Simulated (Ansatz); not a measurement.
**Nudged elastic band run: C2H5FOSi**

Input file:

```yaml
crystal:
  periodic: [false, false, false]
  atoms:
    - { symbol: F, position_ang: [-1.723768, 0.386624, 1.773323] }
    - { symbol: Si, position_ang: [-0.400856, 0.983307, 0.998423] }
    - { symbol: C, position_ang: [-0.162081, 0.075321, -0.641221] }
    - { symbol: C, position_ang: [0.592223, -1.236547, -0.733479] }
    - { symbol: O, position_ang: [1.207421, 0.007766, -1.226265] }
    - { symbol: H, position_ang: [-0.588486, 2.398289, 0.739397] }
    - { symbol: H, position_ang: [0.782422, 0.785634, 1.812834] }
    - { symbol: H, position_ang: [-0.956026, 0.208671, -1.401502] }
    - { symbol: H, position_ang: [0.299475, -1.980003, -1.496856] }
    - { symbol: H, position_ang: [1.032875, -1.680262, 0.178346] }
basis:
  gaussian: { orbitals: STO-3G }
hamiltonian:
  xc: b3lyp
  dispersion: d4
neb:
  order_check: false
  images: 7
  f_tol: 0.03
  max_iterations: 60
  max_displacement: 0.02
  optimiser: fire
  final_atoms:
    - { symbol: F, position_ang: [-1.61263034, 0.55240595, 1.93768615] }
    - { symbol: Si, position_ang: [-0.36401967, 0.95126068, 0.94502221] }
    - { symbol: C, position_ang: [-0.32307537, -0.27727329, -0.50120132] }
    - { symbol: C, position_ang: [0.27442586, -1.73087808, -0.49271979] }
    - { symbol: O, position_ang: [1.08971403, -0.39853158, -1.10217557] }
    - { symbol: H, position_ang: [-0.55128104, 2.30861889, 0.46058809] }
    - { symbol: H, position_ang: [0.89807467, 0.85620434, 1.65270264] }
    - { symbol: H, position_ang: [-1.05699043, -0.07365614, -1.30638249] }
    - { symbol: H, position_ang: [0.9204107, -0.50625588, -2.10914386] }
    - { symbol: H, position_ang: [0.80857059, -1.7330949, 0.51862394] }
  initial_path:
    images:
      - { positions_ang: [[-1.723768, 0.386624, 1.773323], [-0.400856, 0.983307, 0.998423], [-0.162081, 0.075321, -0.641221], [0.592223, -1.236547, -0.733479], [1.207421, 0.007766, -1.226265], [-0.588486, 2.398289, 0.739397], [0.782422, 0.785634, 1.812834], [-0.956026, 0.208671, -1.401502], [0.299475, -1.980003, -1.496856], [1.032875, -1.680262, 0.178346]] }
      - { positions_ang: [[-1.70272366, 0.41203432, 1.77420411], [-0.39547245, 0.98136908, 0.98621447], [-0.20542879, 0.04661755, -0.63687972], [0.55821325, -1.27144884, -0.6991552], [1.15202156, -0.05620631, -1.22747091], [-0.56140027, 2.40926235, 0.71379918], [0.79631795, 0.77423395, 1.81327313], [-0.99448697, 0.18227627, -1.37146096], [0.44980686, -1.83185777, -1.56908283], [0.98635152, -1.6974806, 0.21955872]] }
      - { positions_ang: [[-1.68167932, 0.43744464, 1.77508523], [-0.3900889, 0.97943115, 0.97400595], [-0.24877658, 0.0179141, -0.63253845], [0.52420351, -1.30635067, -0.6648314], [1.09662211, -0.12017862, -1.22867683], [-0.53431454, 2.4202357, 0.68820136], [0.8102139, 0.7628339, 1.81371226], [-1.03294793, 0.15588154, -1.34141991], [0.60013872, -1.68371254, -1.64130965], [0.93982805, -1.7146992, 0.26077144]] }
      - { positions_ang: [[-1.66063499, 0.46285496, 1.77596634], [-0.38470535, 0.97749323, 0.96179742], [-0.29212437, -0.01078935, -0.62819717], [0.49019376, -1.34125251, -0.6305076], [1.04122267, -0.18415094, -1.22988274], [-0.50722881, 2.43120905, 0.66260354], [0.82410985, 0.75143385, 1.81415139], [-1.0714089, 0.12948681, -1.31137887], [0.75047057, -1.53556731, -1.71353648], [0.89330457, -1.7319178, 0.30198416]] }
      - { positions_ang: [[-1.63959065, 0.48826528, 1.77684745], [-0.3793218, 0.97555531, 0.94958889], [-0.33547216, -0.0394928, -0.62385589], [0.45618401, -1.37615435, -0.5961838], [0.98582322, -0.24812325, -1.23108865], [-0.48014308, 2.4421824, 0.63700572], [0.8380058, 0.7400338, 1.81459053], [-1.10986986, 0.10309208, -1.28133783], [0.90080243, -1.38742208, -1.7857633], [0.84678109, -1.74913641, 0.34319688]] }
      - { positions_ang: [[-1.63285057, 0.50430045, 1.81705713], [-0.37549627, 0.96948165, 0.94844722], [-0.33237296, -0.09893792, -0.59319225], [0.41074448, -1.46483528, -0.5703178], [1.01179592, -0.28572533, -1.19886038], [-0.49792757, 2.40879153, 0.59290132], [0.85302302, 0.76907643, 1.77411855], [-1.09665, 0.05890503, -1.28759899], [0.9057045, -1.16713053, -1.86660844], [0.83722847, -1.74512603, 0.38705365]] }
      - { positions_ang: [[-1.62611049, 0.52033562, 1.8572668], [-0.37167074, 0.963408, 0.94730555], [-0.32927376, -0.15838304, -0.56252861], [0.36530494, -1.55351621, -0.5444518], [1.03776863, -0.32332741, -1.16663211], [-0.51571206, 2.37540065, 0.54879691], [0.86804023, 0.79811907, 1.73364658], [-1.08343015, 0.01471797, -1.29386016], [0.91060657, -0.94683898, -1.94745358], [0.82767584, -1.74111565, 0.43091041]] }
      - { positions_ang: [[-1.61937042, 0.53637078, 1.89747647], [-0.3678452, 0.95733434, 0.94616388], [-0.32617457, -0.21782817, -0.53186497], [0.3198654, -1.64219715, -0.51858579], [1.06374133, -0.3609295, -1.13440384], [-0.53349655, 2.34200977, 0.5046925], [0.88305745, 0.8271617, 1.69317461], [-1.07021029, -0.02946908, -1.30012132], [0.91550863, -0.72654743, -2.02829872], [0.81812321, -1.73710527, 0.47476718]] }
      - { positions_ang: [[-1.61263034, 0.55240595, 1.93768615], [-0.36401967, 0.95126068, 0.94502221], [-0.32307537, -0.27727329, -0.50120132], [0.27442586, -1.73087808, -0.49271979], [1.08971403, -0.39853158, -1.10217557], [-0.55128104, 2.30861889, 0.46058809], [0.89807467, 0.85620434, 1.65270264], [-1.05699043, -0.07365614, -1.30638249], [0.9204107, -0.50625588, -2.10914386], [0.80857059, -1.7330949, 0.51862394]] }
```

Command:

```bash
$ ansatz run input.yaml --threads 1 --pin off --max-ram 2048MiB --backend cpu --events-out ev --progress --plain --runs-dir out
```

Output, in part (warnings, iteration lines, the closing report on the highest movable image, with atoms numbered from 0):

```
NEB end point (image 0): max|allowed force component| = 1.794e-2 eV/Å (the criterion of neb.relax_end_points is 1.000e-2)
NEB end point (image 8): max|allowed force component| = 1.663e-2 eV/Å (the criterion of neb.relax_end_points is 1.000e-2)
NEB iter   1: max|band force component| = 1.042e1 eV/Å  barrier→ = 4.9282 eV  barrier← = 1.2877 eV  Δτ_max = 0.0200 Å  (205 SCF iters)
NEB iter   2: max|band force component| = 8.817e0 eV/Å  barrier→ = 4.7257 eV  barrier← = 1.0852 eV  Δτ_max = 0.0200 Å  (188 SCF iters)
NEB iter   3: max|band force component| = 7.386e0 eV/Å  barrier→ = 4.5426 eV  barrier← = 0.9021 eV  Δτ_max = 0.0200 Å  (181 SCF iters)
NEB iter   4: max|band force component| = 6.111e0 eV/Å  barrier→ = 4.3806 eV  barrier← = 0.7402 eV  Δτ_max = 0.0200 Å  (183 SCF iters)
NEB iter   5: max|band force component| = 4.975e0 eV/Å  barrier→ = 4.2408 eV  barrier← = 0.6003 eV  Δτ_max = 0.0200 Å  (185 SCF iters)
NEB iter   6: max|band force component| = 3.965e0 eV/Å  barrier→ = 4.1232 eV  barrier← = 0.4828 eV  Δτ_max = 0.0200 Å  (187 SCF iters)
NEB iter   7: max|band force component| = 3.071e0 eV/Å  barrier→ = 4.0504 eV  barrier← = 0.4100 eV  Δτ_max = 0.0200 Å  (185 SCF iters)
NEB iter   8: max|band force component| = 2.430e0 eV/Å  barrier→ = 4.0140 eV  barrier← = 0.3735 eV  Δτ_max = 0.0200 Å  (184 SCF iters)
NEB iter   9: max|band force component| = 1.867e0 eV/Å  barrier→ = 3.9856 eV  barrier← = 0.3451 eV  Δτ_max = 0.0200 Å  (185 SCF iters)
NEB iter  10: max|band force component| = 1.366e0 eV/Å  barrier→ = 3.9646 eV  barrier← = 0.3241 eV  Δτ_max = 0.0200 Å  (193 SCF iters)
NEB iter  11: max|band force component| = 1.271e0 eV/Å  barrier→ = 3.9502 eV  barrier← = 0.3098 eV  Δτ_max = 0.0200 Å  (191 SCF iters)
NEB iter  12: max|band force component| = 1.150e0 eV/Å  barrier→ = 3.9404 eV  barrier← = 0.2999 eV  Δτ_max = 0.0198 Å  (191 SCF iters)
NEB iter  13: max|band force component| = 9.988e-1 eV/Å  barrier→ = 3.9337 eV  barrier← = 0.2932 eV  Δτ_max = 0.0200 Å  (188 SCF iters)
NEB iter  14: max|band force component| = 8.525e-1 eV/Å  barrier→ = 3.9289 eV  barrier← = 0.2884 eV  Δτ_max = 0.0148 Å  (190 SCF iters)
NEB iter  15: max|band force component| = 7.690e-1 eV/Å  barrier→ = 3.9266 eV  barrier← = 0.2862 eV  Δτ_max = 0.0200 Å  (168 SCF iters)
NEB iter  16: max|band force component| = 6.554e-1 eV/Å  barrier→ = 3.9243 eV  barrier← = 0.2838 eV  Δτ_max = 0.0113 Å  (175 SCF iters)
NEB iter  17: max|band force component| = 5.889e-1 eV/Å  barrier→ = 3.9233 eV  barrier← = 0.2829 eV  Δτ_max = 0.0200 Å  (163 SCF iters)
NEB iter  18: max|band force component| = 4.722e-1 eV/Å  barrier→ = 3.9219 eV  barrier← = 0.2814 eV  CI = image 6  Δτ_max = 0.0079 Å  (167 SCF iters)
NEB iter  19: max|band force component| = 4.242e-1 eV/Å  barrier→ = 3.9226 eV  barrier← = 0.2821 eV  CI = image 6  Δτ_max = 0.0149 Å  (157 SCF iters)
NEB iter  20: max|band force component| = 3.371e-1 eV/Å  barrier→ = 3.9237 eV  barrier← = 0.2833 eV  CI = image 6  Δτ_max = 0.0200 Å  (169 SCF iters)
NEB iter  21: max|band force component| = 2.263e-1 eV/Å  barrier→ = 3.9251 eV  barrier← = 0.2846 eV  CI = image 6  Δτ_max = 0.0038 Å  (175 SCF iters)
NEB iter  22: max|band force component| = 2.107e-1 eV/Å  barrier→ = 3.9253 eV  barrier← = 0.2849 eV  CI = image 6  Δτ_max = 0.0074 Å  (146 SCF iters)
NEB iter  23: max|band force component| = 1.792e-1 eV/Å  barrier→ = 3.9257 eV  barrier← = 0.2853 eV  CI = image 6  Δτ_max = 0.0104 Å  (151 SCF iters)
NEB iter  24: max|band force component| = 1.367e-1 eV/Å  barrier→ = 3.9261 eV  barrier← = 0.2857 eV  CI = image 6  Δτ_max = 0.0126 Å  (157 SCF iters)
NEB iter  25: max|band force component| = 1.091e-1 eV/Å  barrier→ = 3.9263 eV  barrier← = 0.2858 eV  CI = image 6  Δτ_max = 0.0143 Å  (172 SCF iters)
NEB iter  26: max|band force component| = 9.490e-2 eV/Å  barrier→ = 3.9261 eV  barrier← = 0.2856 eV  CI = image 6  Δτ_max = 0.0155 Å  (179 SCF iters)
NEB iter  27: max|band force component| = 1.086e-1 eV/Å  barrier→ = 3.9254 eV  barrier← = 0.2849 eV  CI = image 6  Δτ_max = 0.0016 Å  (185 SCF iters)
NEB iter  28: max|band force component| = 9.851e-2 eV/Å  barrier→ = 3.9253 eV  barrier← = 0.2848 eV  CI = image 6  Δτ_max = 0.0032 Å  (136 SCF iters)
NEB iter  29: max|band force component| = 8.441e-2 eV/Å  barrier→ = 3.9251 eV  barrier← = 0.2847 eV  CI = image 6  Δτ_max = 0.0045 Å  (146 SCF iters)
NEB iter  30: max|band force component| = 6.894e-2 eV/Å  barrier→ = 3.9249 eV  barrier← = 0.2844 eV  CI = image 6  Δτ_max = 0.0054 Å  (147 SCF iters)
NEB iter  31: max|band force component| = 5.409e-2 eV/Å  barrier→ = 3.9246 eV  barrier← = 0.2841 eV  CI = image 6  Δτ_max = 0.0060 Å  (156 SCF iters)
NEB iter  32: max|band force component| = 6.311e-2 eV/Å  barrier→ = 3.9243 eV  barrier← = 0.2838 eV  CI = image 6  Δτ_max = 0.0061 Å  (156 SCF iters)
NEB iter  33: max|band force component| = 7.719e-2 eV/Å  barrier→ = 3.9239 eV  barrier← = 0.2834 eV  CI = image 6  Δτ_max = 0.0072 Å  (162 SCF iters)
NEB iter  34: max|band force component| = 8.091e-2 eV/Å  barrier→ = 3.9235 eV  barrier← = 0.2830 eV  CI = image 6  Δτ_max = 0.0089 Å  (170 SCF iters)
NEB iter  35: max|band force component| = 6.796e-2 eV/Å  barrier→ = 3.9230 eV  barrier← = 0.2826 eV  CI = image 6  Δτ_max = 0.0018 Å  (171 SCF iters)
NEB iter  36: max|band force component| = 6.169e-2 eV/Å  barrier→ = 3.9230 eV  barrier← = 0.2825 eV  CI = image 6  Δτ_max = 0.0033 Å  (131 SCF iters)
NEB iter  37: max|band force component| = 4.498e-2 eV/Å  barrier→ = 3.9229 eV  barrier← = 0.2824 eV  CI = image 6  Δτ_max = 0.0043 Å  (145 SCF iters)
NEB iter  38: max|band force component| = 4.140e-2 eV/Å  barrier→ = 3.9228 eV  barrier← = 0.2823 eV  CI = image 6  Δτ_max = 0.0045 Å  (147 SCF iters)
NEB iter  39: max|band force component| = 3.397e-2 eV/Å  barrier→ = 3.9227 eV  barrier← = 0.2822 eV  CI = image 6  Δτ_max = 0.0054 Å  (147 SCF iters)
NEB iter  40: max|band force component| = 3.216e-2 eV/Å  barrier→ = 3.9226 eV  barrier← = 0.2821 eV  CI = image 6  Δτ_max = 0.0009 Å  (149 SCF iters)
NEB iter  41: max|band force component| = 3.163e-2 eV/Å  barrier→ = 3.9225 eV  barrier← = 0.2821 eV  CI = image 6  Δτ_max = 0.0015 Å  (126 SCF iters)
NEB iter  42: max|band force component| = 2.272e-2 eV/Å  barrier→ = 3.9225 eV  barrier← = 0.2820 eV  CI = image 6  Δτ_max = 0.0000 Å  (306 SCF iters)
Total energy: -14607.60713565 eV, -536.8196608434 hartree
Atom 0 at    -1.642369     0.522893     1.881135 Å, force     0.005198     0.004350     0.010079 eV/Å
Atom 1 at    -0.355786     0.948650     0.950615 Å, force    -0.002106    -0.000533    -0.001641 eV/Å
Atom 2 at    -0.310638    -0.186124    -0.564590 Å, force    -0.004948    -0.002511    -0.001826 eV/Å
Atom 3 at     0.293035    -1.608527    -0.550507 Å, force     0.001280    -0.000508     0.000074 eV/Å
Atom 4 at     1.076669    -0.173149    -1.186222 Å, force    -0.001776     0.006981     0.010562 eV/Å
Atom 5 at    -0.495721     2.333637     0.537669 Å, force    -0.000145    -0.001928    -0.003790 eV/Å
Atom 6 at     0.881262     0.776311     1.687751 Å, force     0.002088    -0.007984    -0.012623 eV/Å
Atom 7 at    -1.098667     0.007601    -1.319746 Å, force    -0.003531    -0.002418    -0.005715 eV/Å
Atom 8 at     0.918187    -0.971002    -1.884759 Å, force     0.010406     0.005530     0.005189 eV/Å
Atom 9 at     0.817226    -1.701489     0.451654 Å, force    -0.006466    -0.000980    -0.000308 eV/Å
Dipole moment:     0.031463     0.349519    -0.077448 e Å
```

It converged. Neighbouring images differ by up to 1.4 eV, so the band resolves the path poorly. Another band between the same ends (7 images) ends at a top of the same energy, where a vibrational analysis finds 1 clearly imaginary mode. The orbitals stay closed-shell, which can raise the energy where a bond breaks towards radicals; this wasn't checked here. Limits of this set-up: minimal basis.

Final band (atoms are numbered from 1 in the order of the input):

| image | path coordinate (Å) | energy (kJ/mol) | C4–H9 (Å) | O5–H9 (Å) |
| --- | --- | --- | --- | --- |
| 0 | 0.00 | 0.0 | 1.11 | 2.20 |
| 1 | 0.32 | 4.2 | 1.10 | 2.17 |
| 2 | 0.63 | 21.8 | 1.10 | 2.09 |
| 3 | 0.95 | 90.8 | 1.09 | 1.85 |
| 4 | 1.25 | 229.6 | 1.14 | 1.55 |
| 5 | 1.56 | 348.5 | 1.31 | 1.26 |
| 6 | 1.85 | 378.5 | 1.61 | 1.07 |
| 7 | 2.18 | 362.5 | 1.91 | 1.03 |
| 8 | 2.51 | 351.3 | 2.13 | 1.03 |

Run time: 8 min on 1 thread of Arm Neoverse V2 (shared host), peak memory 0.094 GiB.
